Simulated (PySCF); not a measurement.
**Finite-field polarisability of As (arsenic, neutral)**

[Ar] 3d10 4s2 4p3, high-spin 4S determinant. Computed with PySCF 2.14 in aug-cc-pwCVTZ-PP with ECP10MDF (8s7p6d4f1g, 96 functions), with scalar relativity through the core potential. Frozen: 3s2 3p6 3d10. Energy changes in a uniform field (μhartree):

| axis | F (au) | HF | MP2 | CCSD | CCSD(T) |
| --- | --- | --- | --- | --- | --- |
| x | 0.0026 | -102.488 | -102.057 | -102.142 | -102.399 |
| x | 0.0052 | -410.253 | -408.534 | -408.875 | -409.909 |

(1) Derive α along x at CCSD(T) from the two fields.

(2) And the mean polarisability at each level?

Answers

(1) With ΔE = −αF²/2 − γF⁴/24, α = −(16 ΔE(F) − ΔE(2F))/(6F²) = 30.29 bohr³.

(2) HF 30.31, MP2 30.19, CCSD 30.21, CCSD(T) 30.29 bohr³. Reference: 30 ± 1 bohr³ (recommended; Schwerdtfeger and Nagle, table of static dipole polarizabilities (2023 update)).
